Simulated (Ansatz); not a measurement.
Born–Oppenheimer molecular dynamics of Cl$_{2}$F$_{4}$W (7 atoms, charge 0, multiplicity 1). It starts from a relaxed structure.

Level of theory: RKS PBE0-D4/def2-SVP (Ansatz).

* ensemble: NVE (velocity Verlet)
* time step: 1 fs
* steps asked: 150
* starting velocities drawn for: 700 K
* seed: 533545

First frame:

```xyz
7
Properties=species:S:1:pos:R:3
W 0.000 0.000 0.000
Cl 0.000 0.000 2.283
F 1.845 0.000 0.000
F 0.000 1.845 0.000
F -1.845 0.000 0.000
F 0.000 -1.845 0.000
Cl 0.000 0.000 -2.283
```

**Question.** What does the run give?

**Answer.** All steps were run.

| Item | Value |
| --- | --- |
| steps done | 150 |
| time covered | 150 fs |
| mean temperature over the second half | 332 K |
| spread of the potential energy over the second half | 6.3 meV per atom |
| mean potential energy of the second half above the start | 34.0 meV per atom |

The conserved energy stayed within 0.16 meV per atom of its start (net change 0.1 meV per atom), so the integration is sound. Over the second half the temperature averaged 0.47 of the 700 K drawn at the start: a run that starts near a minimum puts about half its kinetic energy into the potential. A run of 0.15 ps of so small a system gives no equilibrium averages.

**Question.** What happens to the structure?

**Answer.** The same pairs are bonded in the first frame and the last. Pairs count as bonded within 1.25 times the sum of covalent radii (0.12 Å more for H–H). The details hang on the random start.

**Question.** How do temperature and energy run in time?

**Answer.** 
```csv
time (fs),T (K),potential energy less start (eV),conserved less start (meV/atom)
0,700,0.000,0.00
7,428,0.177,0.10
14,308,0.254,0.10
21,417,0.183,0.02
28,209,0.318,0.10
35,110,0.382,0.13
42,321,0.246,0.08
49,471,0.148,0.02
56,280,0.273,0.13
63,393,0.199,0.07
70,520,0.116,0.03
77,346,0.229,0.10
84,302,0.258,0.10
91,393,0.199,0.06
98,324,0.243,0.05
105,152,0.355,0.13
112,327,0.242,0.04
119,371,0.213,0.07
126,300,0.259,0.10
133,361,0.219,0.08
140,424,0.179,0.06
147,363,0.218,0.07
```

Time of the run: 14 min on 2 threads of Arm Neoverse V1 (shared host), peak memory 0.34 GiB.
